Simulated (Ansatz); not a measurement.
Total energies of `C[O][Sn]([OH])([O]C)[O]C`.

```xyz
18

C     1.198    0.762   -2.281
O     1.443   -0.429   -1.559
Sn    0.657   -0.723    0.192
O     1.839   -1.885    1.194
O     0.431    1.051    0.969
C    -0.123    1.204    2.258
O    -1.070   -1.614    0.190
C    -2.182   -0.982   -0.405
H     0.196    0.766   -2.727
H     1.305    1.658   -1.662
H     1.929    0.813   -3.092
H     2.705   -1.947    0.780
H    -0.258    2.274    2.439
H     0.536    0.806    3.038
H    -1.102    0.717    2.355
H    -2.106   -0.962   -1.499
H    -3.074   -1.556   -0.138
H    -2.324    0.047   -0.051
```

The species carries charge 0 and has multiplicity 1. Correlated methods include outer-core shells of Sn, which these sets cover unevenly. Sn: def2 effective core potential. The geometry is a stationary point of PBE0-D4/def2-TZVP. It is one conformer, not always the lowest. Basis def2-TZVPP, Ansatz 0.2.0.

RPA on PBE orbitals: Hartree–Fock energy of these orbitals -632.31978 Eh, correlation -2.78980 Eh (frozen core).

```json
{"functional": "LDA (SPW92)", "kind": "LDA", "energy without D4 (Eh)": "-632.12364", "D4 term (kJ/mol)": "–"}
{"functional": "PBE", "kind": "GGA", "energy without D4 (Eh)": "-635.25386", "D4 term (kJ/mol)": "-39.7"}
{"functional": "revPBE", "kind": "GGA", "energy without D4 (Eh)": "-635.64600", "D4 term (kJ/mol)": "-111.3"}
{"functional": "r2SCAN", "kind": "meta-GGA", "energy without D4 (Eh)": "-635.60327", "D4 term (kJ/mol)": "-11.0"}
{"functional": "PBE0", "kind": "global hybrid, 25 % exact exchange", "energy without D4 (Eh)": "-635.27514", "D4 term (kJ/mol)": "-34.3"}
{"functional": "HSE06 (plane-wave form)", "kind": "screened hybrid", "energy without D4 (Eh)": "-635.25298", "D4 term (kJ/mol)": "-32.2"}
{"functional": "CAM-B3LYP", "kind": "range-separated hybrid", "energy without D4 (Eh)": "-635.56546", "D4 term (kJ/mol)": "-35.2"}
{"functional": "LC-ωPBE", "kind": "long-range corrected hybrid", "energy without D4 (Eh)": "-635.53240", "D4 term (kJ/mol)": "–"}
{"functional": "ωB97X-V", "kind": "range-separated hybrid GGA with VV10", "energy without D4 (Eh)": "-635.59199", "D4 term (kJ/mol)": "–"}
{"functional": "PBE-QIDH", "kind": "double hybrid", "energy without D4 (Eh)": "-635.02877", "D4 term (kJ/mol)": "–"}
```

**Question.** Give the same for BLYP, B97M-V, B3LYP, r2SCANh, r2SCAN0, BHLYP, ωB97M-V, B2PLYP. (An estimate is asked.)

**Answer.** Computed: 
```json
{"functional": "BLYP", "kind": "GGA", "energy without D4 (Eh)": "-635.57397", "D4 term (kJ/mol)": "-83.7"}
{"functional": "B97M-V", "kind": "meta-GGA with VV10", "energy without D4 (Eh)": "-635.65403", "D4 term (kJ/mol)": "–"}
{"functional": "B3LYP", "kind": "global hybrid, 20 %", "energy without D4 (Eh)": "-635.82109", "D4 term (kJ/mol)": "-63.0"}
{"functional": "r2SCANh", "kind": "meta-GGA hybrid, 10 %", "energy without D4 (Eh)": "-635.56566", "D4 term (kJ/mol)": "-11.7"}
{"functional": "r2SCAN0", "kind": "meta-GGA hybrid, 25 %", "energy without D4 (Eh)": "-635.51190", "D4 term (kJ/mol)": "-12.8"}
{"functional": "BHLYP", "kind": "global hybrid, 50 %", "energy without D4 (Eh)": "-635.44130", "D4 term (kJ/mol)": "-49.9"}
{"functional": "ωB97M-V", "kind": "range-separated hybrid meta-GGA with VV10", "energy without D4 (Eh)": "-635.53837", "D4 term (kJ/mol)": "–"}
{"functional": "B2PLYP", "kind": "double hybrid", "energy without D4 (Eh)": "-635.23113", "D4 term (kJ/mol)": "–"}
```

B3LYP takes the VWN-RPA correlation (the form of Gaussian; ORCA's B3LYP/G). HSE06 is the plane-wave form, built on full-range PBE exchange. The double hybrids freeze the cores in their second-order part.

LC-ωPBE has ω = 0.4 bohr⁻¹.
